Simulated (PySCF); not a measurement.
# Working out the excitation energy of Ne²⁺

Ne²⁺ [He] 2s2 2p4 (3P) → Ne²⁺ [He] 2s1 2p5 (3P). Calculation: PySCF 2.14, in x2c-TZVPPall (5s3p2d1f, 31 functions); scalar relativity by spin-free X2C-1e. Frozen: 1s2. Energies in hartree (1 hartree = 27.21139 eV):

```tsv
part	Ne²⁺ (lower)	Ne²⁺ (upper)
UHF	-126.513666	-125.534524
CCSD correlation	-0.155091	-0.197719
(T)	-0.001389	-0.002807
```

Question: What does Hartree-Fock give?

Answer: (-125.534524) − (-126.513666) = 0.979142 hartree = 26.644 eV.

Question: What do CCSD and CCSD(T) give?

Answer: The CCSD correlation energies differ by -0.042628 hartree = -1.160 eV and the triples by -0.001418 hartree = -0.039 eV, so CCSD gives 25.484 eV and CCSD(T) 25.445 eV.
